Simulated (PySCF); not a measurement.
Excitations are Tamm–Dancoff values on a coarser integration grid. The basis has no diffuse functions, so Rydberg states are missing or too high.

Cartesian coordinates (Å):
SMILES: OS
```xyz
4

O     -0.8020     0.1742     0.3873
S      0.6656     0.6118    -0.2877
H     -1.2735    -0.3637    -0.2612
H      1.4099    -0.4222     0.1617
```
Charge 0, multiplicity 1.

**Question.** What is the computed total energy, HOMO–LUMO gap, HOMO, S1–T1 gap (TDA) and LUMO (PBE-D3(BJ)/def2-TZVP // B3LYP-D3(BJ)/def2-TZVP in PySCF)?

**Answer.** 
| Quantity | Result |
|---|---|
| total energy | -474.3853 Ha |
| HOMO–LUMO gap | 3.90 eV |
| HOMO | -5.75 eV |
| S1–T1 gap (TDA) | 0.90 eV |
| LUMO | -1.85 eV |
